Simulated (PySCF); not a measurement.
Bonds: B1-O2, B1-O7, B1-O12, O2-C3, O7-C8, O12-C13. C3 carries H4, H5, H6; C8 carries H9, H10, H11; C13 carries H14, H15, H16.

- NMR shieldings at B3LYP/pcSseg-1/GIAO
- PBE0-D3(BJ)/def2-SVP geometry
- run in PySCF 2.14
- no solvent model, equivalent nuclei averaged, relativity neglected, single conformer

Chemical shifts δ = σref − σ; TMS for 13C (σref 179.24), 1H (σref 31.38); 11B (σref 97.83) against BF3·OEt2; 17O (σref 334.04) against H2O, all at this level.

```csv
atoms,nucleus,count,δ (ppm)
H4/H5/H6/H9/H10/H11/H14/H15/H16,1H,9,3.75
B1,11B,1,?
C3/C8/C13,13C,3,53.4
O2/O7/O12,17O,3,?
```

**Question.** Complete the table.

**Answer.** 
- B1: 14.8 ppm, boron bonded to 3 O
- O2/O7/O12: 65.6 ppm, oxygen bonded to C, B

Shifts are as computed. Against solution values, carbons near 30 ppm lie about +2 ppm off and those near 130 ppm about +6 ppm. Of 1309 compounds with measured shifts, 239 miss one by over three times the rms of a fit or turn the order of signals round; such compounds aren't used in these exercises. Experimental scales use liquid or dissolved standards, which lie at an offset from isolated H2O (liquid H2O: subtract about 36 ppm).
